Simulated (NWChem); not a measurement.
System: SiO2 anion, doublet

```xyz
3

O     -1.4759     0.0000    -0.2647
Si     0.0000     0.0000     0.3025
O      1.4759     0.0000    -0.2647
```
Atoms are numbered in this order, from 1.

Computed with NWChem. Pople sets run with spherical d functions. Spin-unrestricted. Medium grid unless said otherwise, to which SCAN and Minnesota functionals are sensitive. In the optimisation the excess spin sits in a1 (C2v, its own frame). All runs use the structure optimised with B3LYP/def2-SVPD, spin-unrestricted. No stability test was run on the SCF state. The highest occupied level is positive in some or all of these runs, so the extra electron may be held by the finite basis. Total energies of different functionals are on different scales.

```tsv
level	energy (Ha)	highest occupied level (eV)	lowest empty minus highest occupied level, either spin (eV)	<S²>
B3LYP/6-31+G*	-440.0231	-0.55	2.48	0.754
PBE/6-31+G*	-439.7125	0.40	1.07	0.753
OLYP/6-31+G*	-439.9672	0.59	0.99	0.753
M06/6-31+G*	-439.9216	-0.51	2.81	0.753
revPBE/6-31+G*	-439.9044	0.45	1.11	0.753
M06-L/6-31+G*	-439.9705	0.53	1.25	0.754
MN15-L/6-31+G*	-439.7954	0.21	1.50	0.756
```
